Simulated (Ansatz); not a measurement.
Isolated molecules relaxed with PBE0-D4/def2-TZVP in Ansatz; ΔE leaves out vibrations. CCSD(T)/CBS adds triple-zeta CCSD(T) − MP2 to the extrapolated MP2 energy (def2 sets, frozen cores). Functionals use def2-TZVPP. def2 core potentials past Kr. For Mo, Sn outer-core shells are correlated without core-valence functions, which leaves a few kJ/mol of doubt a bond. Each species was taken in one conformer, which may not be the lowest.

Consider the redistribution: `[CH3][Mo](=[O])(=[S])[Cl]` + `[OH][SnH2][SH]` → `[CH3][Mo](=[O])([OH])=[S]` + `[SH][SnH2][Cl]`.

(1) Is it downhill or uphill in electronic energy at CCSD(T)/CBS, and by how much? (Best estimate.)

(2) What do these levels give: PBE-D4, r2SCAN0-D4, CAM-B3LYP-D4, PBE0, r2SCAN0, HF/def2-TZVPP? (Best estimate.)

Largest T1 diagnostic among the species: 0.025, so the coupled-cluster value is less sure than usual.

Results:

(1) The calculation gave: Downhill: ΔE = -32.9 kJ/mol.

(2) The calculation gave: PBE-D4 -39.2, r2SCAN0-D4 -43.3, CAM-B3LYP-D4 -45.1, PBE0 -43.0, r2SCAN0 -43.5, HF/def2-TZVPP -52.8 kJ/mol.

Leaving LDA and LC-ωPBE aside and taking each functional with its dispersion term where it has one, the values, not all of them listed here, spread over 14.1 kJ/mol, from ωB97X-V to B2PLYP. From BLYP to BHLYP (50 % exact exchange), in def2-TZVPP and without D4, ΔE moves by −6.2 kJ/mol.
